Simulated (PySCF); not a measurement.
A structure optimised at PBE-D3(BJ)/def2-SVP, used in a PySCF frequency run:

```
Ge
F 1 1.7350
F 1 1.7373 2 106.94
F 1 1.7373 2 106.94 3 111.17
Se 1 2.3256 2 109.48 3 -124.42
H 5 1.4875 1 89.29 2 180.00
```
Charge 0, spin multiplicity 1.

Task: Write its SMILES, formula and point group.

Result: [F][Ge]([F])([F])[SeH], F3GeHSe, Cs

Task: What are its rotational constants (standard atomic weights)?

Result: 3.4097, 1.1873, 1.1726 GHz
